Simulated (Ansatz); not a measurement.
Basis sets compared for GeH2MePh (C7H10Ge). Charge 0, multiplicity 1. Geometry PBE0-D4/def2-SVP. Ansatz on 2 threads of AMD EPYC 7R13 on a shared host and a share (18 GiB) of an NVIDIA H100 80GB HBM3; times are rough, and most runs start from earlier orbitals.

| atom | x (Å) | y (Å) | z (Å) |
| --- | --- | --- | --- |
| Ge1 | -0.115 | -0.794 | -1.840 |
| H2 | -1.359 | -1.679 | -2.069 |
| H3 | 0.001 | 0.231 | -2.989 |
| C4 | 1.492 | -1.905 | -1.785 |
| H5 | 1.621 | -2.452 | -2.730 |
| H6 | 1.420 | -2.631 | -0.962 |
| H7 | 2.379 | -1.277 | -1.617 |
| C8 | -0.337 | 0.165 | -0.158 |
| C9 | 0.320 | 1.383 | 0.066 |
| C10 | 0.191 | 2.054 | 1.281 |
| C11 | -0.602 | 1.515 | 2.294 |
| C12 | -1.266 | 0.307 | 2.085 |
| C13 | -1.134 | -0.360 | 0.868 |
| H14 | 0.942 | 1.821 | -0.722 |
| H15 | 0.710 | 3.003 | 1.439 |
| H16 | -0.706 | 2.041 | 3.246 |
| H17 | -1.892 | -0.116 | 2.875 |
| H18 | -1.665 | -1.305 | 0.717 |

Binding counts from free atoms (Ge triplet, H doublet, C triplet) in the same basis, without a counterpoise term.

```
           level  functions  energy (Eh)  HOMO (eV)  LUMO (eV)  binding per atom (eV)  wall time
 PBE-D4/def2-SVP        180   -2348.6425      -6.19      -1.26                   4.62      3.8 s
PBE0-D4/def2-SVP        180   -2348.7365      -7.21      -0.40                   4.56        7 s
```

Problem. Estimate the rows for PBE-D4/def2-TZVP, PBE0-D4/def2-TZVP.

Solution. 
```csv
level,functions,energy (Eh),HOMO (eV),LUMO (eV),binding per atom (eV),wall time
PBE-D4/def2-TZVP,325,-2349.1944,-6.26,-1.39,4.57,13 s
PBE0-D4/def2-TZVP,325,-2349.2824,-7.23,-0.51,4.50,11 s
```
